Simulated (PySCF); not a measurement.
# TDDFT excited states: C6H12Si2

C6H12Si2.
InChI=1S/C6H12Si2/c1-6-5-8(2)4-3-7-6/h3-5,8H,7H2,1-2H3/t8-/m0/s1

Method used: TDDFT CAM-B3LYP/def2-SVPD, vertical, gas phase, core orbitals frozen in the response in PySCF 2.14.0, density-fitted response routines. Geometry: PBE0-D3(BJ)/def2-SVP; no solvent, vibrations or thermal averaging.

Problem. Predict the UV-vis stick spectrum at this level.

Solution. 

```tsv
state	λ (nm)	E (eV)	f	|μ| (D)	main configurations (H = HOMO, L = LUMO)
S1	216.4	5.73	0.0004	0.14	H-2→L (81%), H-3→L+1 (8%)
S2	205.3	6.04	0.0040	0.42	H-2→L+1 (79%), H-3→L (11%)
S3	199.7	6.21	0.048	1.43	H→L+1 (39%), H-1→L (36%), H→L (17%)
S4	195.3	6.35	0.136	2.38	H→L (75%), H→L+1 (23%)
S5	183.9	6.74	0.324	3.56	H-1→L (54%), H→L+1 (30%), H-1→L+1 (9%)
S6	175.5	7.06	0.0014	0.23	H→L+2 (82%)
```

The lowest singlet comes at 216 nm (553 kJ/mol) in the ultraviolet; it is dark (f under 0.0005); its leading configuration is HOMO-2→LUMO (81%). The most intense listed level is S5 at 6.74 eV (184 nm, f = 0.324), 1.01 eV above S1. Löwdin shares by element: HOMO carbon 55% or more, silicon 13% (atoms not listed hold the other 33%); LUMO carbon 42% or more, silicon 16% (atoms not listed hold the other 41%). Weighted by f, the mean energy of these states is 6.58 eV. The oscillator strengths of these states sum to 0.515; summed over the whole spectrum of an exact calculation they would give the number of electrons, 76 (Thomas–Reiche–Kuhn). Orbital energies (eV): HOMO-3 -10.02, HOMO-2 -9.16, HOMO-1 -9.11, HOMO -8.68, LUMO 0.29, LUMO+1 0.66, LUMO+2 1.18. The window holds the lowest 6 singlets.
